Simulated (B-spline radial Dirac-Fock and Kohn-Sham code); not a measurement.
Binding energies of Te¹⁰⁺ at several levels of theory

System: tellurium as Te¹⁰⁺, [Kr] 4d6.

The density-functional columns are spherical, spin-unpolarised Dirac-Kohn-Sham results without Breit or QED terms: −ε is minus the orbital energy of the initial state and ΔSCF the difference of two total energies. The reference in the last column comes from Dirac-Fock (average of configuration) total-energy differences with a finite nucleus, the Breit interaction including its frequency dependence, and self-energy and vacuum-polarisation corrections. All numbers are from a radial B-spline solver, in eV; a selection of levels is shown. The Kohn-Sham columns are given as differences from the reference. For the 1s level of heavy atoms much of the gap between ΔSCF and the reference is the Breit and QED part, -109.2 eV here; for other levels the error of the functional can be larger.

| level | LDA −ε − DF | LDA ΔSCF − DF | Dirac-Fock |
| --- | --- | --- | --- |
| 1s | -261.1 | +99.1 | 32017.9 |
| 2s | -121.9 | -51.9 | 5150.6 |
| 2p1/2 | -92.2 | -6.5 | 4818.3 |
| 2p3/2 | -95.4 | -14.8 | 4547.4 |
| 3s | -62.9 | -35.3 | 1209.4 |
| 3p1/2 | -50.9 | -22.6 | 1072.9 |
| 3p3/2 | -50.4 | -22.9 | 1021.0 |
| 3d3/2 | -31.9 | -1.9 | 782.3 |
| 3d5/2 | -32.3 | -2.5 | 771.9 |
| 4s | -25.0 | -10.9 | 360.8 |
| 4p1/2 | -17.9 | -4.1 | 309.5 |
| 4p3/2 | -18.0 | -4.5 | 298.7 |
| 4d | -11.0 | +1.5 | 217.9 |

Values without a named source are computed, but for edge energies of neutral atoms, which are taken from tables.
